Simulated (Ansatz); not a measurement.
Basis-set extrapolation for CH₃F₃SSi (`CS[Si](F)(F)F`) (PBE0-D4/def2-TZVP geometry, frozen core, Ansatz 0.2.0). Multiplicity 1, RHF reference.

```
                       def2-TZVPP    def2-QZVPP
                 HF  -1024.822760  -1024.860249
    MP2 correlation     -1.205891     -1.316385
CCSD(T) correlation     -1.276216       not run
```

Energies in hartree. Use E(X) = E(∞) + A·exp(−7.88·√X) for Hartree–Fock and E(X) = E(∞) + B·X^(−2.97) for correlation, with X = 3 and 4, and add CCSD(T) minus MP2 of the smaller set to the MP2 limit.

Question: What is the CCSD(T) energy at the basis-set limit?

Answer: HF limit: -1024.860249 + (-0.037489) × 0.13774 = -1024.86541. MP2 limit: -1.316385 + (-0.110494) × 0.74074 = -1.39823. Higher-order term: -1.276216 − (-1.205891) = -0.07032. Total: -1026.33396 hartree, 147.5 kcal/mol below CCSD(T)/def2-TZVPP.
